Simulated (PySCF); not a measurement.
# Basis and Hamiltonian dependence of the ionisation energy of In²⁺

In²⁺ [Kr] 4d10 5s1 (2S) → In³⁺ [Kr] 4d10 (1S). Calculated with PySCF 2.14 from differences of total energies of unrestricted determinants, without spin-orbit coupling. Values in eV.

```json
{"basis": "cc-pVDZ-PP with ECP28MDF", "Hamiltonian": "ECP", "functions": "23", "UHF": "26.641", "r2SCAN": "n/a", "PBE0": "28.253", "CCSD(T) (valence and next inner shell)": "n/a"}
{"basis": "aug-cc-pVDZ-PP with ECP28MDF", "Hamiltonian": "ECP", "functions": "32", "UHF": "26.647", "r2SCAN": "28.353", "PBE0": "28.262", "CCSD(T) (valence and next inner shell)": "n/a"}
{"basis": "aug-cc-pwCVDZ-PP with ECP28MDF", "Hamiltonian": "ECP", "functions": "48", "UHF": "26.626", "r2SCAN": "28.369", "PBE0": "28.276", "CCSD(T) (valence and next inner shell)": "27.749"}
{"basis": "Sapporo-DKH3-DZP-2012", "Hamiltonian": "spin-free X2C", "functions": "52", "UHF": "26.707", "r2SCAN": "n/a", "PBE0": "n/a", "CCSD(T) (valence and next inner shell)": "27.612"}
{"basis": "aug-cc-pVTZ-PP with ECP28MDF", "Hamiltonian": "ECP", "functions": "55", "UHF": "26.619", "r2SCAN": "28.372", "PBE0": "28.277", "CCSD(T) (valence and next inner shell)": "n/a"}
{"basis": "def2-TZVPPD with the def2 core potential (28 electrons)", "Hamiltonian": "ECP", "functions": "56", "UHF": "26.626", "r2SCAN": "28.378", "PBE0": "28.277", "CCSD(T) (valence and next inner shell)": "27.774"}
{"basis": "x2c-TZVPPall", "Hamiltonian": "spin-free X2C", "functions": "60", "UHF": "26.662", "r2SCAN": "28.239", "PBE0": "28.205", "CCSD(T) (valence and next inner shell)": "27.845"}
{"basis": "aug-cc-pVTZ-PP with one added diffuse shell each of d, f type with ECP28MDF", "Hamiltonian": "ECP", "functions": "67", "UHF": "26.619", "r2SCAN": "28.372", "PBE0": "28.277", "CCSD(T) (valence and next inner shell)": "n/a"}
{"basis": "def2-QZVPPD with the def2 core potential (28 electrons)", "Hamiltonian": "ECP", "functions": "88", "UHF": "26.622", "r2SCAN": "28.380", "PBE0": "28.286", "CCSD(T) (valence and next inner shell)": "27.889"}
{"basis": "aug-cc-pwCVTZ-PP with ECP28MDF", "Hamiltonian": "ECP", "functions": "96", "UHF": "26.619", "r2SCAN": "28.381", "PBE0": "28.287", "CCSD(T) (valence and next inner shell)": "n/a"}
{"basis": "aug-cc-pVQZ-DK3", "Hamiltonian": "spin-free X2C", "functions": "102", "UHF": "26.627", "r2SCAN": "28.212", "PBE0": "28.194", "CCSD(T) (valence and next inner shell)": "n/a"}
{"basis": "aug-cc-pwCVTZ-DK3", "Hamiltonian": "spin-free X2C", "functions": "109", "UHF": "26.626", "r2SCAN": "28.229", "PBE0": "28.211", "CCSD(T) (valence and next inner shell)": "n/a"}
{"basis": "x2c-QZVPPall", "Hamiltonian": "spin-free X2C", "functions": "112", "UHF": "26.627", "r2SCAN": "28.228", "PBE0": "28.208", "CCSD(T) (valence and next inner shell)": "n/a"}
{"basis": "aug-cc-pV5Z-PP with ECP28MDF", "Hamiltonian": "ECP", "functions": "139", "UHF": "26.620", "r2SCAN": "28.380", "PBE0": "28.286", "CCSD(T) (valence and next inner shell)": "n/a"}
```

Frozen in the all-electron rows: valence and next inner shell: [Ar] 3d10; valence: [Kr] 4d10; with a core potential, the same shells as far as they lie outside it.

Reference for a calculation without spin-orbit coupling: 28.044 eV (measured, between term centres; NIST).
